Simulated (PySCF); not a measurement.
## Atomic charges against the basis set

C5H14OSi.
Numbering: `[CH3:1][CH2:2][O:3][Si:4]([CH3:5])([CH3:6])[CH3:7]` (hydrogens: H8, H9, H10 on C1; H11, H12 on C2; H13, H14, H15 on C5; H16, H17, H18 on C6; H19, H20, H21 on C7)

PBE0 throughout (PySCF), one geometry, spherical d and f functions. One conformer (not necessarily the lowest) at the PBE0-D3(BJ)/def2-SVP geometry, without solvent, vibrations or thermal averaging. Atoms taken as equivalent share a column and are averaged. The first 7 of 8 kinds of atom are listed.

Mulliken charges (e):

```json
{"basis": "STO-3G", "functions": "53", "C1": "-0.235", "C2": "-0.042", "O3": "-0.380", "Si4": "+0.888", "C5/C6/C7": "-0.412", "H8/H9/H10": "+0.081", "H11/H12": "+0.059"}
{"basis": "pcSseg-0", "functions": "95", "C1": "-0.647", "C2": "-0.138", "O3": "-0.837", "Si4": "+1.878", "C5/C6/C7": "-1.218", "H8/H9/H10": "+0.230", "H11/H12": "+0.214"}
{"basis": "6-31G", "functions": "95", "C1": "-0.485", "C2": "-0.036", "O3": "-0.722", "Si4": "+1.232", "C5/C6/C7": "-0.835", "H8/H9/H10": "+0.169", "H11/H12": "+0.147"}
{"basis": "6-31G*", "functions": "130", "C1": "-0.536", "C2": "-0.056", "O3": "-0.576", "Si4": "+0.947", "C5/C6/C7": "-0.776", "H8/H9/H10": "+0.178", "H11/H12": "+0.147"}
{"basis": "cc-pVDZ", "functions": "172", "C1": "-0.082", "C2": "+0.073", "O3": "-0.437", "Si4": "+0.521", "C5/C6/C7": "-0.269", "H8/H9/H10": "+0.045", "H11/H12": "+0.028"}
{"basis": "def2-SVP", "functions": "172", "C1": "-0.085", "C2": "+0.150", "O3": "-0.514", "Si4": "+0.647", "C5/C6/C7": "-0.333", "H8/H9/H10": "+0.044", "H11/H12": "+0.020"}
{"basis": "pcSseg-1", "functions": "196", "C1": "-0.278", "C2": "+0.010", "O3": "-0.650", "Si4": "+1.058", "C5/C6/C7": "-0.644", "H8/H9/H10": "+0.114", "H11/H12": "+0.100"}
{"basis": "6-311+G(2d,p)", "functions": "281", "C1": "-0.581", "C2": "-0.099", "O3": "-0.602", "Si4": "+1.522", "C5/C6/C7": "-0.811", "H8/H9/H10": "+0.148", "H11/H12": "+0.133"}
{"basis": "aug-cc-pVDZ", "functions": "291", "C1": "+0.388", "C2": "+0.918", "O3": "-1.076", "Si4": "+2.335", "C5/C6/C7": "+0.519", "H8/H9/H10": "-0.136", "H11/H12": "-0.326"}
{"basis": "def2-TZVP", "functions": "307", "C1": "-0.337", "C2": "-0.051", "O3": "-0.347", "Si4": "+0.468", "C5/C6/C7": "-0.492", "H8/H9/H10": "+0.116", "H11/H12": "+0.089"}
```

IAO charges (e):

```tsv
basis	functions	C1	C2	O3	Si4	C5/C6/C7	H8/H9/H10	H11/H12
STO-3G	53	-0.400	-0.125	-0.448	+1.110	-0.645	+0.136	+0.104
pcSseg-0	95	-0.427	-0.057	-0.604	+1.206	-0.742	+0.147	+0.116
6-31G	95	-0.430	-0.061	-0.609	+1.176	-0.735	+0.148	+0.117
6-31G*	130	-0.415	-0.028	-0.637	+1.276	-0.733	+0.141	+0.109
cc-pVDZ	172	-0.413	-0.026	-0.632	+1.270	-0.731	+0.140	+0.108
def2-SVP	172	-0.403	-0.023	-0.632	+1.278	-0.725	+0.137	+0.106
pcSseg-1	196	-0.412	-0.029	-0.642	+1.294	-0.739	+0.141	+0.110
6-311+G(2d,p)	281	-0.426	-0.033	-0.650	+1.308	-0.756	+0.145	+0.114
aug-cc-pVDZ	291	-0.424	-0.031	-0.642	+1.279	-0.746	+0.144	+0.112
def2-TZVP	307	-0.427	-0.031	-0.652	+1.321	-0.760	+0.145	+0.113
```

Hirshfeld charges (e):

```json
{"basis": "STO-3G", "functions": "53", "C1": "-0.043", "C2": "+0.060", "O3": "-0.256", "Si4": "+0.500", "C5/C6/C7": "-0.136", "H8/H9/H10": "+0.016", "H11/H12": "-0.002"}
{"basis": "pcSseg-0", "functions": "95", "C1": "-0.106", "C2": "+0.020", "O3": "-0.250", "Si4": "+0.465", "C5/C6/C7": "-0.206", "H8/H9/H10": "+0.037", "H11/H12": "+0.023"}
{"basis": "6-31G", "functions": "95", "C1": "-0.102", "C2": "+0.024", "O3": "-0.274", "Si4": "+0.428", "C5/C6/C7": "-0.204", "H8/H9/H10": "+0.037", "H11/H12": "+0.026"}
{"basis": "6-31G*", "functions": "130", "C1": "-0.104", "C2": "+0.021", "O3": "-0.245", "Si4": "+0.395", "C5/C6/C7": "-0.204", "H8/H9/H10": "+0.037", "H11/H12": "+0.028"}
{"basis": "cc-pVDZ", "functions": "172", "C1": "-0.117", "C2": "+0.009", "O3": "-0.222", "Si4": "+0.435", "C5/C6/C7": "-0.214", "H8/H9/H10": "+0.039", "H11/H12": "+0.027"}
{"basis": "def2-SVP", "functions": "172", "C1": "-0.119", "C2": "+0.010", "O3": "-0.224", "Si4": "+0.440", "C5/C6/C7": "-0.217", "H8/H9/H10": "+0.040", "H11/H12": "+0.028"}
{"basis": "pcSseg-1", "functions": "196", "C1": "-0.122", "C2": "+0.007", "O3": "-0.232", "Si4": "+0.452", "C5/C6/C7": "-0.220", "H8/H9/H10": "+0.041", "H11/H12": "+0.031"}
{"basis": "6-311+G(2d,p)", "functions": "281", "C1": "-0.122", "C2": "+0.001", "O3": "-0.240", "Si4": "+0.445", "C5/C6/C7": "-0.217", "H8/H9/H10": "+0.042", "H11/H12": "+0.033"}
{"basis": "aug-cc-pVDZ", "functions": "291", "C1": "-0.130", "C2": "-0.002", "O3": "-0.238", "Si4": "+0.456", "C5/C6/C7": "-0.226", "H8/H9/H10": "+0.044", "H11/H12": "+0.034"}
{"basis": "def2-TZVP", "functions": "307", "C1": "-0.125", "C2": "+0.001", "O3": "-0.232", "Si4": "+0.441", "C5/C6/C7": "-0.221", "H8/H9/H10": "+0.042", "H11/H12": "+0.033"}
```

Some averages cover members that differ in this geometry, most widely: C5/C6/C7, Mulliken in 6-311+G(2d,p) -0.833 to -0.774; C5/C6/C7, Mulliken in aug-cc-pVDZ +0.500 to +0.532; C5/C6/C7, Mulliken in def2-TZVP -0.501 to -0.474; H8/H9/H10, Mulliken in 6-31G +0.151 to +0.178 e.

**Question.** Which scheme is steadiest as the basis changes?

**Answer.** Largest range over the bases for any column: Hirshfeld 0.11 e, IAO 0.21 e, Mulliken 1.87 e. Hirshfeld charges move least and Mulliken charges most, counted in e. Without the minimal STO-3G basis the ranges are Hirshfeld 0.07, IAO 0.15, Mulliken 1.87 e.

**Question.** How much do the charges still move between the two largest bases, aug-cc-pVDZ and def2-TZVP?

**Answer.** At most, over all atoms: Mulliken 1.867 e, IAO 0.042 e, Hirshfeld 0.016 e.

**Question.** What do the same runs give for the total energy, the frontier levels and the dipole moment?

**Answer.** 
```
        basis  energy (Eh)  HOMO (eV)  LUMO (eV)  μ (D)
       STO-3G    -556.5883      -3.55       7.45   0.82
     pcSseg-0    -562.3387      -7.38       1.70   1.37
        6-31G    -563.1663      -7.16       2.17   1.52
       6-31G*    -563.2726      -7.26       2.29   1.05
      cc-pVDZ    -563.2996      -7.30       1.55   0.99
     def2-SVP    -563.0084      -7.40       1.49   1.02
     pcSseg-1    -563.2564      -7.52       1.13   1.08
6-311+G(2d,p)    -563.3924      -7.51      -0.02   1.01
  aug-cc-pVDZ    -563.3223      -7.45      -0.18   0.97
    def2-TZVP    -563.4180      -7.51       0.89   0.95
```

The dipole is fixed by the density alone, so its range of 0.70 D shows that the density itself changes with the basis, not only its division among atoms.
